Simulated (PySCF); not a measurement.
**Working out the excitation energy of Si²⁺**

Si²⁺ [Ne] 3s2 (1S) → Si²⁺ [Ne] 3s1 3d1 (3D). All numbers are calculated (PySCF 2.14, scalar relativity by spin-free X2C-1e, in aug-cc-pVDZ-DK (5s4p2d, 27 functions)). Frozen: [Ne]. Energies in hartree (1 hartree = 27.21139 eV):

| part | Si²⁺ (lower) | Si²⁺ (upper) |
| --- | --- | --- |
| UHF | -288.591215 | -287.950998 |
| CCSD correlation | -0.043451 | -0.001899 |
| (T) | 0.000000 | 0.000000 |

What does Hartree-Fock give?

(-287.950998) − (-288.591215) = 0.640217 hartree = 17.421 eV.

What do CCSD and CCSD(T) give?

The CCSD correlation energies differ by 0.041552 hartree = 1.131 eV and the triples by 0.000000 hartree = 0.000 eV, so CCSD gives 18.552 eV and CCSD(T) 18.552 eV.

A double-zeta basis recovers only part of the correlation energy.
